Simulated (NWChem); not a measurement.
System: C₂H₄BFO; SMILES OB(C=C)F

Parts of the log:

```
             Northwest Computational Chemistry Package (NWChem) 7.3.0
             --------------------------------------------------------

                             Geometry "geometry" -> ""
                             -------------------------

 Output coordinates in angstroms (scale by  1.889725989 to convert to a.u.)

  No.       Tag          Charge          X              Y              Z
 ---- ---------------- ---------- -------------- -------------- --------------
    1 B                    5.0000     0.01566282    -0.54096934    -0.02128882
    2 F                    9.0000     0.81569482    -1.60458934     0.05915618
    3 C                    6.0000     0.66369582     0.88440666    -0.10324282
    4 C                    6.0000    -0.02726318     2.03077766     0.08112918
    5 H                    1.0000     1.75882182     0.94603466    -0.29417182
    6 H                    1.0000     0.45621582     3.01329266     0.03792418
    7 H                    1.0000    -1.12502218     2.05364366     0.30172318
    8 O                    8.0000    -1.30972918    -0.79474934    -0.02534582
    9 H                    1.0000    -1.85034518     0.00006866    -0.13598882

 Effective nuclear repulsion energy (a.u.)     151.9719335118

                                Z-matrix (autoz)
                                --------

 Units are Angstrom for bonds and degrees for angles

[...]

      ----------------------
      Optimization converged
      ----------------------

  Step       Energy      Delta E   Gmax     Grms     Xrms     Xmax
  ---- ---------------- -------- -------- -------- -------- --------
@   40    -278.11918014  5.6D-10  0.00000  0.00000  0.00000  0.00001
                                     ok       ok       ok       ok

                                Z-matrix (autoz)
                                --------

 Units are Angstrom for bonds and degrees for angles

[...]

 Rotational Constants
 --------------------
 A=   0.314955 cm-1  (  0.453140 K)
 B=   0.125388 cm-1  (  0.180401 K)
 C=   0.089952 cm-1  (  0.129418 K)

 Temperature                      =   298.15K
 frequency scaling parameter      =   1.0000

 Zero-Point correction to Energy  =   40.554 kcal/mol  (  0.064626 au)
 Thermal correction to Energy     =   44.069 kcal/mol  (  0.070228 au)
 Thermal correction to Enthalpy   =   44.661 kcal/mol  (  0.071172 au)

 Total Entropy                    =   75.798 cal/mol-K
   - Translational                =   38.804 cal/mol-K (mol. weight =  74.0339)
   - Rotational                   =   25.610 cal/mol-K (symmetry #  =        1)
   - Vibrational                  =   11.384 cal/mol-K

 Cv (constant volume heat capacity) =   18.464 cal/mol-K
   - Translational                  =    2.979 cal/mol-K
   - Rotational                     =    2.979 cal/mol-K
   - Vibrational                    =   12.505 cal/mol-K

[normal modes left out]

 ----------------------------------------------------------------------------
 Normal Eigenvalue ||           Projected Infra Red Intensities
  Mode   [cm**-1]  || [atomic units] [(debye/angs)**2] [(KM/mol)] [arbitrary]
 ------ ---------- || -------------- ----------------- ---------- -----------
    1       -0.000 ||    0.003006           0.069         2.930       0.667
    2       -0.000 ||    0.000305           0.007         0.297       0.068
    3       -0.000 ||    0.000044           0.001         0.043       0.010
    4        0.000 ||    0.001313           0.030         1.280       0.291
    5        0.000 ||    0.000458           0.011         0.446       0.102
    6        0.000 ||    0.000329           0.008         0.321       0.073
    7       37.140 ||    0.004423           0.102         4.312       0.981
    8      214.127 ||    0.005336           0.123         5.202       1.184
    9      396.986 ||    0.000849           0.020         0.827       0.188
   10      437.406 ||    0.002870           0.066         2.798       0.637
   11      501.548 ||    0.006605           0.152         6.439       1.465
   12      540.574 ||    0.088699           2.046        86.468      19.672
   13      732.908 ||    0.064371           1.485        62.753      14.276
   14      776.441 ||    0.001837           0.042         1.790       0.407
   15      972.829 ||    0.134619           3.106       131.233      29.856
   16      992.566 ||    0.036458           0.841        35.541       8.086
   17     1021.998 ||    0.027863           0.643        27.162       6.179
   18     1052.443 ||    0.012682           0.293        12.363       2.813
   19     1253.938 ||    0.076013           1.754        74.102      16.858
   20     1343.508 ||    0.227351           5.245       221.633      50.422
   21     1447.585 ||    0.147634           3.406       143.921      32.742
   22     1466.837 ||    0.243527           5.618       237.402      54.010
   23     1716.361 ||    0.047668           1.100        46.469      10.572
   24     3134.539 ||    0.015074           0.348        14.695       3.343
   25     3176.724 ||    0.002492           0.057         2.429       0.553
   26     3233.250 ||    0.009736           0.225         9.491       2.159
   27     3931.506 ||    0.055856           1.289        54.452      12.388
 ----------------------------------------------------------------------------
```

Level: PBE0/def2-SVP. 

Problem. Reconstruct the input file.

Solution. One answer among several that fit: the input that was run:
```
start job
memory heap 200 mb stack 900 mb global 1100 mb
geometry units angstroms noautosym
  B      0.013189    -0.546802    -0.023012
  F      0.813221    -1.610422     0.057433
  C      0.661222     0.878574    -0.104966
  C     -0.029737     2.024945     0.079406
  H      1.756348     0.940202    -0.295895
  H      0.453742     3.007460     0.036201
  H     -1.127496     2.047811     0.300000
  O     -1.312203    -0.800582    -0.027069
  H     -1.852819    -0.005764    -0.137712
end
basis spherical
  * library def2-svp
end
dft
  xc pbe0
  grid fine
  iterations 150
end
driver
  maxiter 120
  tight
end
task dft optimize
task dft freq
```
